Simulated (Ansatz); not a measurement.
Geometry optimisation, RKS r2SCAN-D4/6-31G* (Ansatz 0.2.0).

Input file:

```yaml
crystal:
  periodic: [false, false, false]
  atoms:
    - { symbol: B, position_ang: [0.0, 0.0, 0.0] }
    - { symbol: O, position_ang: [0.0, 0.0, 1.41] }
    - { symbol: H, position_ang: [-0.9095, -0.2814, 1.7471] }
    - { symbol: Cl, position_ang: [1.6108, 0.0, -0.93] }
    - { symbol: Cl, position_ang: [-1.6108, 0.0, -0.93] }
basis:
  gaussian: { orbitals: "6-31G*" }
hamiltonian:
  xc: r2scan
  dispersion: d4
relax:
  f_tol: 0.02
  max_steps: 40
output:
  orbitals: {}
```

Run as:

```bash
$ ansatz run input.yaml --threads 1 --pin off --max-ram 2048MiB --backend cpu --events-out ev --progress --plain --runs-dir out
```

Question: Where does it end, and by what steps?

Answer: The forces met the threshold. After 6 steps the energy has fallen by 0.393 eV; O2 moved furthest, 0.13 Å.

```json
{"step": "0", "energy less start (eV)": "0.0000", "largest force component (eV/Å)": "2.183", "accepted": "yes"}
{"step": "1", "energy less start (eV)": "-0.1928", "largest force component (eV/Å)": "2.823", "accepted": "yes"}
{"step": "2", "energy less start (eV)": "-0.0963", "largest force component (eV/Å)": "2.158", "accepted": "no"}
{"step": "3", "energy less start (eV)": "-0.3785", "largest force component (eV/Å)": "0.857", "accepted": "yes"}
{"step": "4", "energy less start (eV)": "-0.3869", "largest force component (eV/Å)": "0.350", "accepted": "yes"}
{"step": "5", "energy less start (eV)": "-0.3928", "largest force component (eV/Å)": "0.061", "accepted": "yes"}
{"step": "6", "energy less start (eV)": "-0.3929", "largest force component (eV/Å)": "0.002", "accepted": "yes"}
```

```xyz
5
Properties=species:S:1:pos:R:3
B -0.013 -0.037 -0.003
O 0.010 -0.113 1.341
H -0.881 -0.156 1.722
Cl 1.514 0.048 -0.860
Cl -1.539 -0.023 -0.904
```

Whether the end is a true minimum wasn't checked by a vibrational analysis.

The run took 16 s on 1 thread of Intel(R) Xeon(R) 6975P-C (Granite Rapids), on a shared host, peak memory 0.16 GiB.
